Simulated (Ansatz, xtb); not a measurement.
# Ranking isomers of C5H5FO2

9 gas-phase structures of C5H5FO2, from a drawn sample of its isomers (lower ones may exist). Each was relaxed with GFN2-xTB; where two conformers were screened, the lower at r2SCAN-D4/def2-SVP is listed:

A. `O=C[C@@H]1C=C(F)CO1`, a singlet
B. `O=C(O)/C=C/C=C/F`, a singlet
C. `C=CC(=O)OC(=C)F`, a singlet
D. `O=C1OC=CC[C@@H]1F`, a singlet
E. `O=C[C@]1(F)CCC1=O`, a singlet
F. `CC1=COC(F)=CO1`, a singlet
G. `COc1ccoc1F`, a singlet
H. `FC1=COC=CCO1`, a singlet
I. `O=C1CC=C(F)OC1`, a singlet

Question: Make a reasoned guess at their ranking by r2SCAN-D4/def2-SVP single-point energy.

Answer: Calculated order at r2SCAN-D4/def2-SVP: B (0.0), D (0.5), I (8.9), C (14.9), E (19.8), G (25.0), A (27.0), F (32.9), H (34.9) kcal/mol. Less than 1 kcal/mol parts B and D, so the order within that pair means little.

Energies above the lowest of each column, in kcal/mol; the last columns are at PBE0-D3(BJ)/def2-SVP geometries and were run for some of them only (a dash: not run or not comparable):

```csv
structure,GFN2-xTB,HF/STO-3G,r2SCAN-D4/def2-SVP,PBE0-D3(BJ)/def2-SVP,CCSD(T)/def2-SVP + ΔMP2/def2-TZVPP
B,16.5,37.4,0.0,2.1,0.0
D,0.0,0.1,0.5,0.0,0.8
I,8.2,0.0,8.9,7.5,10.5
C,24.4,36.5,14.9,17.0,–
E,24.9,18.6,19.8,18.2,–
G,5.1,3.5,25.0,–,–
A,25.3,14.2,27.0,–,–
F,16.2,11.0,32.9,–,–
H,18.3,23.9,34.9,–,–
```

CCSD(T)/def2-SVP + ΔMP2/def2-TZVPP puts B lowest of those it was run on, with D within 1 kcal/mol; HF/STO-3G picks I. Some further structures that were screened fall inside this span and aren't listed. Flexible structures stand in one conformer each, not always the lowest. Frequencies (GFN2-xTB) were run for B, D, I alone. ΔMP2 is the change of the MP2 energy from the smaller to the larger basis.

Over these structures GFN2-xTB departs from r2SCAN-D4/def2-SVP by 10.0 kcal/mol on average once a common shift is removed. A GFN2-xTB relaxation took about 0.1 s and the r2SCAN-D4/def2-SVP energy about 1.5 s on a shared host (Ansatz 0.2.0, xtb 6.7.1).
